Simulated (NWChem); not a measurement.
System: SiHBr, singlet; SMILES [SiH]Br

Input file for NWChem:

```
start job
memory heap 200 mb stack 900 mb global 1100 mb
geometry units angstroms noautosym nocenter noautoz
  Si     0.100618    -1.579925     0.000000
  H     -1.442655    -1.747775     0.000000
  Br     0.017377     0.688758     0.000000
end
basis spherical
  * library def2-svp
end
dft
  xc xpbe96 cpbe96
  iterations 150
end
cosmo
  do_cosmo_smd true
  solvent octanol
end
task dft energy
```

Low-valent species are run as closed-shell singlets; no triplet was tried in these runs. All runs use the structure optimised with PBE-D3(BJ)/def2-SVP. Solvent: 1-octanol.

Level: PBE/def2-SVP with SMD (1 M gas to 1 M solution), gas-phase geometry. Reactions with the solvent are ignored.

Task: What results follow from this input? (PBE/def2-SVP, SMD on the gas-phase geometry.) Quantities: solvation free energy (kcal/mol); cavity-dispersion-structure term (kcal/mol); dipole in solution (D).

Result: 
```
Quantity                                     Value
-------------------------------------------  -----
solvation free energy (kcal/mol)              -3.2
cavity-dispersion-structure term (kcal/mol)   -2.1
dipole in solution (D)                        1.10
```
